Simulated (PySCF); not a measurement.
C4H9AlCl2, SMILES CCC[CH2][Al]([Cl])[Cl], GFN2-xTB optimised geometry.

```
16

Al    -0.03     1.89     0.00
Cl     2.01     1.89     0.00
Cl    -0.98     3.69     0.00
C     -1.06     0.17    -0.01
C     -0.16    -1.06     0.13
C     -0.93    -2.38     0.13
C     -1.53    -2.71    -1.23
H     -1.81     0.17     0.79
H     -1.64     0.10    -0.94
H      0.58    -1.07    -0.68
H      0.40    -0.98     1.07
H     -0.24    -3.18     0.41
H     -1.72    -2.33     0.88
H     -0.76    -2.73    -2.00
H     -2.29    -1.99    -1.52
H     -2.01    -3.69    -1.20
```

Density from PBE0/def2-TZVP (PySCF) at that geometry.

Minimum of the electron density along straight lines between bonded atoms, close to the bond critical point (lines longer than 1.1 times the sum of covalent radii, or with two minima, are not listed):

| bond | length / Å | ρ at the minimum / e bohr⁻³ | ∇²ρ there / e bohr⁻⁵ | position (fraction from the first atom) |
|---|---|---|---|---|
| Al1–Cl2 | 2.036 | 0.084 | 0.37 | 0.38 |
| Al1–Cl3 | 2.036 | 0.084 | 0.37 | 0.38 |
| Al1–C4 | 2.003 | 0.083 | 0.20 | 0.40 |
| C4–C5 | 1.535 | 0.238 | -0.56 | 0.50 |
| C5–C6 | 1.531 | 0.245 | -0.60 | 0.50 |
| C6–C7 | 1.525 | 0.246 | -0.61 | 0.50 |
| C4–H8 | 1.097 | 0.269 | -0.88 | 0.64 |
| C4–H9 | 1.096 | 0.270 | -0.89 | 0.64 |
| C5–H10 | 1.093 | 0.278 | -0.95 | 0.64 |
| C5–H11 | 1.093 | 0.278 | -0.95 | 0.64 |
| C6–H12 | 1.093 | 0.278 | -0.95 | 0.64 |
| C6–H13 | 1.093 | 0.278 | -0.95 | 0.64 |
| C7–H14 | 1.088 | 0.279 | -0.95 | 0.64 |
| C7–H15 | 1.087 | 0.279 | -0.96 | 0.64 |
| C7–H16 | 1.088 | 0.279 | -0.95 | 0.64 |
